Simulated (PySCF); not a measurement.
Basis-set dependence of population analyses: `C[SiH2][SiH2]Cl`

Species: CH₇ClSi₂.
Atom-mapped SMILES: `[CH3:1][SiH2:2][SiH2:3][Cl:4]` (hydrogens: H5, H6, H7 on C1; H8, H9 on Si2; H10, H11 on Si3)

PBE0 throughout (PySCF), one geometry, spherical d and f functions. Geometry: PBE0-D3(BJ)/def2-SVP, one conformer, isolated molecule. Atoms taken as equivalent share a column and are averaged.

Mulliken charges (e):

```csv
basis,functions,C1,Si2,Si3,Cl4,H5/H6/H7,H8/H9,H10/H11
STO-3G,39,-0.392,+0.451,+0.476,-0.359,+0.077,-0.109,-0.096
6-31G,62,-0.814,+0.451,+0.388,-0.320,+0.203,-0.083,-0.075
pcSseg-0,62,-1.152,+0.383,+0.337,-0.386,+0.271,+0.006,-0.003
6-31G*,82,-0.766,+0.306,+0.300,-0.278,+0.207,-0.048,-0.043
cc-pVDZ,103,-0.271,+0.147,+0.248,-0.238,+0.075,-0.028,-0.027
def2-SVP,103,-0.363,+0.219,+0.357,-0.275,+0.087,-0.045,-0.054
aug-cc-pVDZ,167,+0.369,-0.163,-0.215,-0.452,-0.232,+0.286,+0.292
"6-311+G(2d,p)",174,-0.691,+0.358,+0.200,-0.198,+0.168,-0.047,-0.040
def2-TZVP,184,-0.506,+0.115,+0.239,-0.255,+0.149,-0.009,-0.011
cc-pVTZ,230,-0.393,+0.127,+0.251,-0.238,+0.114,-0.021,-0.024
IGLO-III,237,-0.621,+0.504,+0.707,-0.402,+0.150,-0.155,-0.165
```

IAO charges (e):

```tsv
basis	functions	C1	Si2	Si3	Cl4	H5/H6/H7	H8/H9	H10/H11
STO-3G	39	-0.641	+0.516	+0.460	-0.310	+0.134	-0.111	-0.103
6-31G	62	-0.690	+0.366	+0.364	-0.297	+0.167	-0.062	-0.060
pcSseg-0	62	-0.689	+0.338	+0.329	-0.281	+0.166	-0.049	-0.049
6-31G*	82	-0.695	+0.453	+0.477	-0.321	+0.159	-0.096	-0.100
cc-pVDZ	103	-0.694	+0.452	+0.479	-0.319	+0.158	-0.096	-0.100
def2-SVP	103	-0.687	+0.460	+0.485	-0.310	+0.155	-0.101	-0.106
aug-cc-pVDZ	167	-0.706	+0.456	+0.483	-0.326	+0.161	-0.097	-0.099
6-311+G(2d,p)	174	-0.717	+0.477	+0.501	-0.327	+0.163	-0.104	-0.107
def2-TZVP	184	-0.720	+0.483	+0.510	-0.328	+0.163	-0.106	-0.111
cc-pVTZ	230	-0.718	+0.472	+0.501	-0.327	+0.163	-0.103	-0.106
IGLO-III	237	-0.720	+0.482	+0.503	-0.323	+0.163	-0.106	-0.109
```

Hirshfeld charges (e):

```json
{"basis": "STO-3G", "functions": "39", "C1": "-0.121", "Si2": "+0.297", "Si3": "+0.379", "Cl4": "-0.298", "H5/H6/H7": "+0.014", "H8/H9": "-0.079", "H10/H11": "-0.071"}
{"basis": "6-31G", "functions": "62", "C1": "-0.184", "Si2": "+0.226", "Si3": "+0.235", "Cl4": "-0.170", "H5/H6/H7": "+0.048", "H8/H9": "-0.066", "H10/H11": "-0.060"}
{"basis": "pcSseg-0", "functions": "62", "C1": "-0.191", "Si2": "+0.252", "Si3": "+0.260", "Cl4": "-0.172", "H5/H6/H7": "+0.041", "H8/H9": "-0.069", "H10/H11": "-0.067"}
{"basis": "6-31G*", "functions": "82", "C1": "-0.184", "Si2": "+0.222", "Si3": "+0.235", "Cl4": "-0.154", "H5/H6/H7": "+0.050", "H8/H9": "-0.069", "H10/H11": "-0.065"}
{"basis": "cc-pVDZ", "functions": "103", "C1": "-0.196", "Si2": "+0.243", "Si3": "+0.243", "Cl4": "-0.139", "H5/H6/H7": "+0.048", "H8/H9": "-0.075", "H10/H11": "-0.072"}
{"basis": "def2-SVP", "functions": "103", "C1": "-0.200", "Si2": "+0.250", "Si3": "+0.246", "Cl4": "-0.131", "H5/H6/H7": "+0.047", "H8/H9": "-0.077", "H10/H11": "-0.076"}
{"basis": "aug-cc-pVDZ", "functions": "167", "C1": "-0.213", "Si2": "+0.246", "Si3": "+0.242", "Cl4": "-0.138", "H5/H6/H7": "+0.050", "H8/H9": "-0.073", "H10/H11": "-0.071"}
{"basis": "6-311+G(2d,p)", "functions": "174", "C1": "-0.204", "Si2": "+0.245", "Si3": "+0.241", "Cl4": "-0.137", "H5/H6/H7": "+0.048", "H8/H9": "-0.073", "H10/H11": "-0.071"}
{"basis": "def2-TZVP", "functions": "184", "C1": "-0.207", "Si2": "+0.242", "Si3": "+0.239", "Cl4": "-0.133", "H5/H6/H7": "+0.050", "H8/H9": "-0.073", "H10/H11": "-0.071"}
{"basis": "cc-pVTZ", "functions": "230", "C1": "-0.207", "Si2": "+0.243", "Si3": "+0.240", "Cl4": "-0.136", "H5/H6/H7": "+0.050", "H8/H9": "-0.073", "H10/H11": "-0.071"}
{"basis": "IGLO-III", "functions": "237", "C1": "-0.212", "Si2": "+0.245", "Si3": "+0.239", "Cl4": "-0.127", "H5/H6/H7": "+0.049", "H8/H9": "-0.073", "H10/H11": "-0.072"}
```

ESP-fitted charges (e):

| basis | functions | C1 | Si2 | Si3 | Cl4 | H5/H6/H7 | H8/H9 | H10/H11 |
| --- | --- | --- | --- | --- | --- | --- | --- | --- |
| STO-3G | 39 | -0.442 | +0.325 | +0.403 | -0.334 | +0.108 | -0.077 | -0.060 |
| 6-31G | 62 | -0.527 | +0.365 | +0.301 | -0.291 | +0.145 | -0.096 | -0.045 |
| pcSseg-0 | 62 | -0.669 | +0.413 | +0.325 | -0.293 | +0.176 | -0.098 | -0.053 |
| 6-31G* | 82 | -0.494 | +0.411 | +0.102 | -0.195 | +0.137 | -0.107 | -0.010 |
| cc-pVDZ | 103 | -0.427 | +0.397 | +0.036 | -0.156 | +0.119 | -0.104 | +0.001 |
| def2-SVP | 103 | -0.434 | +0.410 | +0.071 | -0.155 | +0.119 | -0.112 | -0.013 |
| aug-cc-pVDZ | 167 | -0.471 | +0.428 | +0.002 | -0.150 | +0.129 | -0.109 | +0.011 |
| 6-311+G(2d,p) | 174 | -0.483 | +0.449 | -0.018 | -0.143 | +0.132 | -0.114 | +0.014 |
| def2-TZVP | 184 | -0.471 | +0.452 | -0.005 | -0.138 | +0.128 | -0.118 | +0.007 |
| cc-pVTZ | 230 | -0.466 | +0.436 | +0.016 | -0.145 | +0.127 | -0.114 | +0.002 |
| IGLO-III | 237 | -0.447 | +0.456 | -0.080 | -0.111 | +0.122 | -0.117 | +0.025 |

Some averages cover members that differ in this geometry, most widely: H5/H6/H7, Mulliken in aug-cc-pVDZ -0.307 to -0.194; H5/H6/H7, ESP-fitted in STO-3G +0.099 to +0.125 e.

Task: Which scheme is steadiest as the basis changes?

Result: Largest range over the bases for any column: Hirshfeld 0.17 e, IAO 0.18 e, ESP-fitted 0.48 e, Mulliken 1.52 e. Hirshfeld and IAO charges move least and Mulliken charges most, counted in e. Without the minimal STO-3G basis the ranges are Hirshfeld 0.05, IAO 0.18, ESP-fitted 0.40, Mulliken 1.52 e.

Task: How much do the charges still move between the two largest bases, cc-pVTZ and IGLO-III?

Result: At most, over all atoms: Mulliken 0.456 e, IAO 0.010 e, Hirshfeld 0.009 e, ESP-fitted 0.096 e.

Task: What do the same runs give for the total energy, the frontier levels and the dipole moment?

Result: 
```
        basis  energy (Eh)  HOMO (eV)  LUMO (eV)  μ (D)
       STO-3G   -1068.9656      -5.82       4.29   3.22
        6-31G   -1080.9565      -8.03      -0.53   3.51
     pcSseg-0   -1079.7782      -8.27      -0.70   3.21
       6-31G*   -1081.0433      -7.90      -0.48   2.90
      cc-pVDZ   -1081.1025      -7.87      -0.37   2.59
     def2-SVP   -1080.7451      -7.88      -0.34   2.44
  aug-cc-pVDZ   -1081.1106      -7.93      -0.79   2.53
6-311+G(2d,p)   -1081.1472      -7.96      -0.81   2.51
    def2-TZVP   -1081.1529      -7.92      -0.61   2.41
      cc-pVTZ   -1081.1640      -7.92      -0.57   2.46
     IGLO-III   -1081.1476      -7.89      -0.56   2.27
```

The dipole is fixed by the density alone, so its range of 1.24 D shows that the density itself changes with the basis, not only its division among atoms.
